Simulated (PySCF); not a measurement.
C3H5B.
Numbering: `[BH2:1][C:2]#[C:3][CH3:4]` (hydrogens: H5, H6 on B1; H7, H8, H9 on C4)

Cartesian coordinates in Å at the PBE0-D3(BJ)/def2-SVP level; atoms count from 1:
```
atom  x, y, z in Å
B1     2.346   -0.074    0.076
C2     0.846   -0.059    0.020
C3    -0.377   -0.049   -0.027
C4    -1.824   -0.033   -0.077
H5     2.977   -0.786   -0.670
H6     2.935    0.626    0.866
H7    -2.240   -0.422    0.866
H8    -2.197    0.997   -0.196
H9    -2.217   -0.644   -0.904
```

The closed-shell ground state was solved at several levels (PySCF, density fitting, gas phase, non-relativistic).

| level | basis functions | total energy (Eh) | HOMO (eV) | LUMO (eV) | gap (eV) | dipole (D) |
| --- | --- | --- | --- | --- | --- | --- |
| PBE0/pcSseg-1 | 93 | -141.8975 | -7.46 | -2.03 | 5.43 | 2.28 |
| B3LYP/pcJ-1 | 158 | -142.1235 | -7.25 | -2.23 | 5.02 | 2.31 |
| wB97X-D/def2-SVPD | 120 | -141.9522 | -9.30 | -0.17 | 9.13 | 2.16 |
| B3LYP/cc-pVTZ | 190 | -142.1663 | -7.21 | -2.20 | 5.01 | 2.31 |
| B3LYP/6-31G* | 66 | -142.1100 | -6.93 | -1.85 | 5.08 | 2.31 |

Task: What might mPW1PW91/pcSseg-2 (214 basis functions) give for the same quantities?

Result: Total energy -142.1157 Eh, HOMO -7.47 eV, LUMO -2.04 eV, gap 5.43 eV, dipole 2.28 D.

Task: How much does the basis alone move the frontier levels among the 3 B3LYP rows?

Result: The HOMO by 0.32 eV and the LUMO by 0.38 eV. By rising basis size (HOMO, LUMO in eV): 6-31G* -6.93, -1.85; pcJ-1 -7.25, -2.23; cc-pVTZ -7.21, -2.20.

Task: How far do the dipole and the HOMO energy spread over the levels?

Result: The dipole runs from 2.16 to 2.31 D (mean 2.27 D) and the HOMO from -9.30 to -6.93 eV.

Note: wB97X-D ran without an empirical dispersion term, which enters the total energy and its gradient alone.
